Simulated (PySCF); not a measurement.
## A search over the determinants of GeCl

Unrestricted PBE0; basis Ge 6-31G(d,p), Cl 6-31G(d,p); no relativity; PySCF 2.14. Outer shells of the fragments: Ge 3d10 4s2 4p2; Cl 3s2 3p5.

Followed along the bond (rough minima from three points):

```tsv
2Ms+1	unpaired	⟨S²⟩ at the start	R at minimum (Å)	Te (eV)
2	π ↑	0.75	2.20	0.00
4	σ ↑, π ↑↑	3.75	none in the scan	≤ 3.45
```

Solutions found at the starting distance of 2.130 Å, counted from the lowest of them; the search is not exhaustive and high or unbound solutions are not listed, so other states can lie among these:

```csv
2Ms+1,unpaired,term,E (eV),⟨S²⟩,⟨Lz²⟩,μ (D)
2,π ↑,²Π,0.00,0.75,1.01,-1.43
2,σ ↑,²Σ⁺,3.19,0.75,0.00,-0.74
4,"σ ↑, π ↑↑",⁴Σ⁻,3.41,3.75,0.00,-0.83
2,"σ ↑, π ↑↓",mixed,4.32,1.76,2.01,-0.24
2,"σ ↓, π ↑↑",mixed,4.46,1.77,0.00,0.18
4,π ↑↑↑,⁴Π,5.18,3.76,1.00,3.77
4,"σ ↑↑, π ↑",⁴Π,6.42,3.75,1.00,-0.12
4,"σ ↑, π ↑↑",mixed,7.71,3.75,2.01,3.85
4,"σ ↑, π ↑↑",mixed,7.92,3.75,2.01,3.80
```

A term symbol is given only where ⟨S²⟩ and ⟨Lz²⟩ are close to those of a pure state; real π, δ and φ orbitals otherwise mix terms. A positive dipole means Ge(−)Cl(+).

Spin–orbit coupling is left out. Counting both spins, an empty level lies below a filled one in some of these solutions, because spin and occupation are held.
